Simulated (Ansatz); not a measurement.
Species: C$_{3}$H$_{2}$ClF, charge 0, singlet. C3H2ClF (SMILES C=C=C(F)Cl).
B3LYP-D3(BJ)/def2-TZVP minimum from Ansatz (a first-principles code):
```xyz
7

C     -2.4583    -0.2655     0.0216
C     -1.1597    -0.2967    -0.0065
C      0.1362    -0.3084    -0.0326
F      0.8567    -1.4336    -0.1559
Cl     1.1313     1.0961     0.0847
H     -3.0433    -0.1638    -0.8872
H     -3.0078    -0.3429     0.9547
```

Total energies in hartree (Ansatz). Open shells are spin-unrestricted; no spin-orbit coupling. Correlated methods leave the cores frozen. No relativity. For partners of very few electrons the exact lower level stands in for a higher one. The restricted determinant of C3H2ClF (C=C=C(F)Cl, singlet) is unstable towards broken spin symmetry in at least one set run.

```tsv
species	HF/cc-pV(T+d)Z	CCSD(T)/cc-pV(T+d)Z	HF/cc-pV(Q+d)Z	CCSD(T)/cc-pV(Q+d)Z	CCSD(T)/cc-pV(D+d)Z	CCSDT(Q)/cc-pV(D+d)Z
1: C3H2ClF (SMILES C=C=C(F)Cl)	-673.71528	-674.68850	-673.73446	-674.77637	-674.40164	-674.40477
2: C (triplet)	-37.69157	-37.78076	-37.69331	-37.78654	-37.76038	-37.76071
3: F (doublet)	-99.40552	-99.62036	-99.41377	-99.65026	-99.52757	-99.52776
4: Cl (doublet)	-459.48556	-459.67356	-459.48916	-459.69449	-459.60403	-459.60445
5: H (doublet)	-0.49981	-0.49981	-0.49995	-0.49995	-0.49928	-0.49928
```

Question: Work out the atomisation energy (electronic, to ground-state atoms) in kJ/mol: take Hartree-Fock from cc-pV(Q+d)Z, extrapolate the CCSD(T) correlation energy as X^-3 (X = 3, 4), and add CCSDT(Q) - CCSD(T) in cc-pV(D+d)Z. 1 hartree = 2625.5 kJ/mol.

Answer: 
Species 1: correlation (64·(-1.04191) - 27·(-0.97322))/37 = -1.09204; step -0.00313; E1 = -673.73446 + (-1.09204) + (-0.00313) = -674.82963
Species 2: correlation (64·(-0.09323) - 27·(-0.08919))/37 = -0.09618; step -0.00033; E2 = -37.69331 + (-0.09618) + (-0.00033) = -37.78982
Species 3: correlation (64·(-0.23649) - 27·(-0.21484))/37 = -0.25229; step -0.00019; E3 = -99.41377 + (-0.25229) + (-0.00019) = -99.66625
Species 4: correlation (64·(-0.20533) - 27·(-0.18800))/37 = -0.21798; step -0.00042; E4 = -459.48916 + (-0.21798) + (-0.00042) = -459.70756
Species 5: correlation (64·(0.00000) - 27·(0.00000))/37 = 0.00000; step +0.00000; E5 = -0.49995 + (0.00000) + (+0.00000) = -0.49995
-1·E1 +3·E2 +1·E3 +1·E4 +2·E5 = 1.08646 hartree = 2852.5 kJ/mol.
